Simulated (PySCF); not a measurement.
chlorobenzene (C6H5Cl), SMILES Clc1ccccc1.

Geometry optimised at PBE0-D3(BJ)/def2-SVP.

Two levels are set side by side: TDA-PBE/def2-SVPD (PySCF) and TDA-CAM-B3LYP/def2-SVPD (PySCF). Vertical, same geometry. The lowest singlet is HOMO→LUMO 70 %, HOMO−1→LUMO+1 30 % with PBE and HOMO→LUMO 60 %, HOMO−1→LUMO+1 38 % with the other functional; states are paired by order. Differences are taken from unrounded values.

| quantity | TDA-CAM-B3LYP |
|---|---|
| lowest singlet excitation (eV) | 5.38 |
| lowest triplet excitation (TDA) (eV) | 3.99 |
| first bright state (f over 0.05) (eV) | 6.19 |
| its oscillator strength | 0.08 |

### Question
What does TDA-PBE give, and how far is it from TDA-CAM-B3LYP? (Estimate from the structure and the level; the computed values follow.)

### Answer

| quantity | TDA-PBE | TDA-PBE minus TDA-CAM-B3LYP |
|---|---|---|
| lowest singlet excitation (eV) | 4.95 | -0.43 |
| lowest triplet excitation (TDA) (eV) | 4.03 | 0.03 |
| first bright state (f over 0.05) (eV) | 5.78 | -0.40 |
| its oscillator strength | 0.15 | 0.07 |

Functionals without exact exchange tend to place singlet excitations lower, as here. Differences between two approximate levels are no errors against the true value.

Rough cost on one machine, each run with all the roots and properties that it gave: TDA-CAM-B3LYP against TDA-PBE about 4 times.
